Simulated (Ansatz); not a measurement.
Gas-phase electronic energies from Ansatz, PBE0-D4/def2-TZVP geometries. CBS: MP2 limit from def2 TZ/QZ plus the TZ coupled-cluster correction, frozen cores. DFT in def2-TZVPP. B3LYP here is the variant with VWN-RPA as its local correlation; programs differ in this. Each species was taken in one conformer, which may not be the lowest.

Reaction (formal exchange of groups at the Si–C bond): `CC1([SiH3])BO1` + `CCCO` → `OCCC[SiH3]` + `CC1BO1`

```
             level  ΔE (kcal/mol)  difference from CCSD(T)/CBS
            PBE-D4            0.7                          0.3
         r2SCAN-D4            0.7                          0.3
           PBE0-D4            0.0                         -0.4
          B3LYP-D4            0.6                          0.2
           ωB97X-V           -0.1                         -0.5
           ωB97M-V           -0.1                         -0.5
            B2PLYP            0.8                          0.4
               PBE            0.9                          0.5
            r2SCAN            0.8                          0.4
              PBE0            0.3                         -0.1
             B3LYP            0.9                          0.5
     HF/def2-TZVPP            0.3                         -0.1
    MP2/def2-TZVPP            0.4                          0.0
SCS-MP2/def2-TZVPP            0.5                          0.1
   CCSD/def2-TZVPP            0.1                         -0.3
CCSD(T)/def2-TZVPP            0.4                          0.0
     HF/def2-QZVPP            0.3                         -0.1
    MP2/def2-QZVPP            0.5                          0.1
SCS-MP2/def2-QZVPP            0.6                          0.2
      HF/CBS(def2)            0.3                         -0.1
     MP2/CBS(def2)            0.5                          0.1
    CCSD/CBS(def2)            0.2                         -0.2
       CCSD(T)/CBS            0.4                            0
```

Largest T1 diagnostic among the species: 0.015.
